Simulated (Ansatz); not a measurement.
Geometry optimisation, RKS PBE-D4/6-31G* (Ansatz 0.2.0).

Input file:

```yaml
crystal:
  periodic: [false, false, false]
  atoms:
    - { symbol: B, position_ang: [0.277736, 0.664873, -0.176795] }
    - { symbol: O, position_ang: [-0.280087, -0.492334, 2.099284] }
    - { symbol: H, position_ang: [-1.195735, -0.561247, 1.762019] }
    - { symbol: "N", position_ang: [1.440325, 0.007761, -0.601542] }
    - { symbol: H, position_ang: [1.420912, -0.927121, -1.004814] }
    - { symbol: H, position_ang: [2.379119, 0.321747, -0.361744] }
    - { symbol: H, position_ang: [-0.794466, 0.213547, -0.508968] }
    - { symbol: P, position_ang: [0.306165, 2.351071, 0.74786] }
    - { symbol: H, position_ang: [1.666571, 2.739953, 0.504037] }
    - { symbol: H, position_ang: [-0.239442, 3.162916, -0.299109] }
    - { symbol: H, position_ang: [-0.254297, 0.437233, 2.448772] }
basis:
  gaussian: { orbitals: "6-31G*" }
hamiltonian:
  xc: pbe
  dispersion: d4
relax:
  f_tol: 0.03
  max_steps: 50
output:
  orbitals: {}
```

Run as:

```bash
$ ansatz run input.yaml --threads 1 --pin off --max-ram 2048MiB --backend cpu --events-out ev --progress --plain --runs-dir out
```

Problem. Where does it end, and by what steps?

Solution. The run converged. After 10 steps the energy has fallen by 0.038 eV; O2 moved furthest, 0.30 Å.

```csv
step,energy less start (eV),largest force component (eV/Å),accepted
0,0.0000,0.489,yes
1,-0.0088,0.893,yes
2,-0.0106,1.112,yes
3,-0.0264,0.242,yes
4,-0.0284,0.208,yes
5,-0.0300,0.382,yes
6,-0.0360,0.267,yes
7,-0.0363,0.223,yes
8,-0.0372,0.079,yes
9,-0.0374,0.046,yes
10,-0.0379,0.028,yes
```

```xyz
11
Properties=species:S:1:pos:R:3
B 0.342 0.668 -0.282
O -0.462 -0.527 2.341
H -1.275 -0.469 1.800
N 1.504 -0.009 -0.660
H 1.481 -0.927 -1.102
H 2.447 0.297 -0.425
H -0.728 0.207 -0.599
P 0.376 2.308 0.760
H 1.669 2.815 0.395
H -0.355 3.140 -0.151
H -0.273 0.417 2.532
```

Whether the end is a true minimum wasn't checked by a vibrational analysis.

Run time: 37 s on 1 thread of Arm Neoverse V1, with other jobs on the host, peak memory 0.12 GiB.
